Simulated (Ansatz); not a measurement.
Born–Oppenheimer molecular dynamics of Cl2H6OSiSn (11 atoms, charge 0, multiplicity 1). It starts at the highest image of a converged band. Of that band: Beside the main top the profile has a ripple of under 15 meV (maxima at images 3, 6, 9), which may be a very shallow well or noise. A structure lower than the last end lies on the path between it and the top, so the climb from that side starts below the end, which may itself be a saddle point or a shallow side well. Neighbouring images differ by up to 1.5 eV, so the band resolves the path poorly. A vibrational analysis at the climbing image gives one clearly imaginary mode, 843i cm⁻¹: a first-order saddle point.

Method: Ansatz 0.2.0, RKS PBE-D4/def2-SVP.

```
ensemble                      : NVE (velocity Verlet)
time step                     : 0.5 fs
steps asked                   : 200
starting velocities drawn for : 100 K
seed                          : 10305
```

Frames 2.5 fs apart, positions in Å, forces in eV/Å.

Velocities at 30.0 fs (Å/ps):

```
Sn 0.07 3.19 0.95
Cl -2.62 0.85 -3.41
Cl 0.08 -1.41 -0.60
H -9.72 -16.81 -3.53
O 1.22 -2.14 0.64
H 3.00 -3.97 3.41
Si 2.67 -9.60 0.00
H -9.58 -13.35 -5.41
H -1.43 0.67 -4.07
H 7.38 -11.79 20.44
H -1.87 -9.40 7.66
```

```xyz
11
Properties=species:S:1:pos:R:3:forces:R:3 time_fs=30.0 energy_less_start_eV=-0.220 T=289
Sn 0.052 -0.094 0.231 0.07 1.69 0.09
Cl 1.300 0.787 2.402 -0.49 0.18 -0.71
Cl 1.628 0.912 -1.232 -0.11 -0.10 -0.05
H -1.476 0.609 0.604 0.01 -0.03 0.04
O -0.630 -1.590 -0.961 0.29 -0.09 0.07
H -0.094 -1.682 -1.782 0.02 0.05 0.35
Si 1.094 -2.644 1.403 -0.08 -0.86 -0.36
H -0.301 -3.170 1.394 0.04 -0.33 0.02
H 1.920 -2.914 0.191 -0.11 -0.02 -0.20
H 1.911 -3.046 2.567 0.07 -0.04 0.47
H 0.918 -1.136 1.592 0.30 -0.45 0.28
11
Properties=species:S:1:pos:R:3:forces:R:3 time_fs=32.5 energy_less_start_eV=-0.303 T=361
Sn 0.052 -0.085 0.233 0.08 1.40 0.18
Cl 1.293 0.789 2.393 -0.51 0.18 -0.74
Cl 1.629 0.908 -1.234 -0.10 -0.08 -0.07
H -1.500 0.566 0.596 0.02 0.03 0.06
O -0.627 -1.595 -0.959 0.15 0.06 0.48
H -0.085 -1.691 -1.766 0.24 -0.01 0.01
Si 1.100 -2.670 1.403 -0.14 -1.18 0.30
H -0.319 -3.211 1.381 0.49 -0.16 0.04
H 1.913 -2.913 0.175 -0.06 -0.04 -0.12
H 1.927 -3.075 2.625 -0.36 0.12 -0.29
H 0.921 -1.173 1.618 0.20 -0.33 0.15
11
Properties=species:S:1:pos:R:3:forces:R:3 time_fs=35.0 energy_less_start_eV=-0.372 T=420
Sn 0.052 -0.076 0.235 0.07 1.12 0.32
Cl 1.286 0.792 2.382 -0.54 0.15 -0.79
Cl 1.629 0.904 -1.235 -0.09 -0.05 -0.09
H -1.522 0.526 0.592 0.04 0.07 0.06
O -0.623 -1.601 -0.956 0.19 0.18 0.61
H -0.062 -1.700 -1.747 0.28 -0.04 -0.07
Si 1.107 -2.697 1.403 -0.03 -1.47 0.52
H -0.309 -3.263 1.370 0.56 -0.09 0.04
H 1.903 -2.915 0.153 -0.04 -0.06 0.04
H 1.923 -3.097 2.667 -0.47 0.13 -0.68
H 0.936 -1.228 1.654 0.03 0.05 0.02
11
Properties=species:S:1:pos:R:3:forces:R:3 time_fs=37.5 energy_less_start_eV=-0.464 T=499
Sn 0.052 -0.067 0.238 0.02 0.88 0.43
Cl 1.277 0.794 2.370 -0.55 0.12 -0.81
Cl 1.628 0.900 -1.237 -0.07 -0.02 -0.12
H -1.543 0.489 0.592 0.08 0.11 0.06
O -0.618 -1.605 -0.950 0.55 0.22 0.28
H -0.024 -1.711 -1.729 -0.03 -0.01 0.30
Si 1.113 -2.728 1.405 0.13 -1.40 0.26
H -0.268 -3.320 1.362 0.21 -0.16 0.03
H 1.890 -2.920 0.133 0.00 -0.06 0.16
H 1.893 -3.113 2.671 -0.22 -0.04 -0.51
H 0.954 -1.280 1.690 -0.12 0.35 -0.08
11
Properties=species:S:1:pos:R:3:forces:R:3 time_fs=40.0 energy_less_start_eV=-0.536 T=561
Sn 0.053 -0.056 0.241 -0.07 0.65 0.48
Cl 1.267 0.798 2.357 -0.53 0.12 -0.79
Cl 1.628 0.897 -1.239 -0.05 0.01 -0.14
H -1.559 0.460 0.595 0.11 0.14 0.06
O -0.611 -1.609 -0.943 0.62 0.30 0.36
H 0.013 -1.723 -1.696 -0.05 -0.04 0.24
Si 1.119 -2.761 1.407 0.10 -0.81 -0.29
H -0.215 -3.387 1.356 -0.30 -0.28 0.00
H 1.878 -2.929 0.122 0.09 -0.07 0.17
H 1.852 -3.131 2.647 0.29 -0.30 0.11
H 0.964 -1.314 1.722 -0.22 0.28 -0.19
11
Properties=species:S:1:pos:R:3:forces:R:3 time_fs=42.5 energy_less_start_eV=-0.586 T=604
Sn 0.053 -0.046 0.244 -0.16 0.46 0.48
Cl 1.256 0.801 2.343 -0.48 0.13 -0.74
Cl 1.627 0.893 -1.241 -0.03 0.03 -0.16
H -1.568 0.438 0.602 0.12 0.18 0.04
O -0.602 -1.611 -0.934 0.41 0.42 0.71
H 0.049 -1.737 -1.651 0.19 -0.12 -0.12
Si 1.126 -2.797 1.408 -0.23 -0.23 -0.58
H -0.178 -3.470 1.349 -0.44 -0.26 -0.03
H 1.871 -2.941 0.120 0.20 -0.07 0.09
H 1.827 -3.166 2.629 0.67 -0.46 0.60
H 0.961 -1.332 1.743 -0.24 -0.08 -0.28
11
Properties=species:S:1:pos:R:3:forces:R:3 time_fs=45.0 energy_less_start_eV=-0.686 T=690
Sn 0.053 -0.035 0.247 -0.23 0.34 0.43
Cl 1.245 0.804 2.327 -0.43 0.12 -0.67
Cl 1.627 0.889 -1.244 -0.01 0.05 -0.18
H -1.570 0.427 0.611 0.09 0.20 0.03
O -0.591 -1.613 -0.924 0.60 0.41 0.57
H 0.094 -1.758 -1.609 0.02 -0.11 0.00
Si 1.132 -2.833 1.409 -0.50 -0.27 -0.13
H -0.165 -3.568 1.341 -0.09 0.01 -0.02
H 1.876 -2.958 0.124 0.27 -0.07 0.00
H 1.839 -3.227 2.642 0.49 -0.30 0.25
H 0.945 -1.355 1.746 -0.22 -0.37 -0.29
11
Properties=species:S:1:pos:R:3:forces:R:3 time_fs=47.5 energy_less_start_eV=-0.779 T=770
Sn 0.053 -0.024 0.251 -0.25 0.28 0.35
Cl 1.233 0.808 2.310 -0.37 0.06 -0.60
Cl 1.627 0.885 -1.247 0.01 0.08 -0.20
H -1.567 0.429 0.622 0.04 0.22 0.01
O -0.577 -1.612 -0.910 0.87 0.32 0.34
H 0.140 -1.786 -1.567 -0.27 -0.04 0.22
Si 1.137 -2.869 1.409 -0.41 -0.81 0.48
H -0.158 -3.664 1.332 0.30 0.30 -0.01
H 1.896 -2.978 0.129 0.23 -0.05 0.02
H 1.879 -3.306 2.668 0.05 0.02 -0.44
H 0.915 -1.399 1.733 -0.19 -0.37 -0.18
11
Properties=species:S:1:pos:R:3:forces:R:3 time_fs=50.0 energy_less_start_eV=-0.859 T=839
Sn 0.053 -0.013 0.255 -0.28 0.26 0.25
Cl 1.220 0.812 2.292 -0.31 -0.01 -0.52
Cl 1.626 0.882 -1.250 0.03 0.10 -0.21
H -1.561 0.443 0.634 0.00 0.21 -0.02
O -0.561 -1.610 -0.896 0.62 0.32 0.55
H 0.172 -1.816 -1.515 -0.06 -0.07 0.00
Si 1.141 -2.907 1.409 -0.04 -1.34 0.60
H -0.133 -3.744 1.322 0.36 0.37 -0.01
H 1.930 -3.002 0.135 0.09 -0.01 0.12
H 1.923 -3.384 2.671 -0.24 0.25 -0.76
H 0.874 -1.463 1.710 -0.18 -0.07 0.01
11
Properties=species:S:1:pos:R:3:forces:R:3 time_fs=52.5 energy_less_start_eV=-0.957 T=923
Sn 0.053 -0.002 0.259 -0.32 0.24 0.13
Cl 1.207 0.816 2.274 -0.21 -0.07 -0.39
Cl 1.626 0.878 -1.253 0.05 0.12 -0.23
H -1.556 0.470 0.644 -0.01 0.19 -0.07
O -0.542 -1.607 -0.879 0.33 0.31 0.71
H 0.201 -1.851 -1.462 0.15 -0.10 -0.18
Si 1.145 -2.949 1.412 0.40 -1.43 0.26
H -0.089 -3.803 1.312 0.06 0.17 -0.05
H 1.969 -3.026 0.149 -0.05 0.03 0.17
H 1.954 -3.448 2.630 -0.23 0.29 -0.54
H 0.822 -1.532 1.687 -0.17 0.25 0.18
11
Properties=species:S:1:pos:R:3:forces:R:3 time_fs=55.0 energy_less_start_eV=-1.033 T=988
Sn 0.052 0.009 0.263 -0.38 0.23 -0.01
Cl 1.193 0.819 2.254 -0.10 -0.09 -0.20
Cl 1.625 0.875 -1.257 0.06 0.15 -0.24
H -1.550 0.508 0.650 0.01 0.14 -0.12
O -0.522 -1.603 -0.860 0.51 0.09 0.42
H 0.236 -1.890 -1.417 -0.14 0.06 0.07
Si 1.151 -2.993 1.414 0.52 -0.83 -0.30
H -0.042 -3.853 1.298 -0.37 -0.16 -0.11
H 2.005 -3.048 0.171 -0.13 0.08 0.08
H 1.973 -3.495 2.559 0.09 0.12 0.15
H 0.759 -1.588 1.675 -0.09 0.21 0.26
11
Properties=species:S:1:pos:R:3:forces:R:3 time_fs=57.5 energy_less_start_eV=-1.054 T=1006
Sn 0.052 0.020 0.267 -0.45 0.23 -0.18
Cl 1.180 0.823 2.235 0.04 -0.07 0.02
Cl 1.625 0.872 -1.262 0.08 0.17 -0.24
H -1.544 0.554 0.649 0.04 0.08 -0.17
O -0.500 -1.599 -0.840 0.47 -0.08 0.29
H 0.264 -1.927 -1.369 -0.21 0.17 0.14
Si 1.157 -3.038 1.417 0.10 -0.10 -0.69
H -0.016 -3.911 1.278 -0.46 -0.29 -0.13
H 2.034 -3.065 0.198 -0.13 0.12 -0.11
H 1.998 -3.536 2.497 0.42 -0.10 0.80
H 0.693 -1.633 1.677 0.10 -0.14 0.27
```

Of the whole run (100 fs, mean temperature of the second half 1114 K): The conserved energy stayed within 0.04 meV per atom of its start (net change 0.0065 meV per atom), so the integration is sound. The kinetic energy rose, since the run started high on the potential surface and went downhill. It ends in pieces (Cl2H2OSn + H4Si), so much of that is their flight and rotation, not heat. A run of 0.1 ps of so small a system gives no equilibrium averages. The orbitals stay closed-shell, which can raise the energy where a bond breaks towards radicals; this wasn't checked here.

Run time: 8.5 min on 4 threads of Arm Neoverse N1 (shared host), peak memory 0.19 GiB.
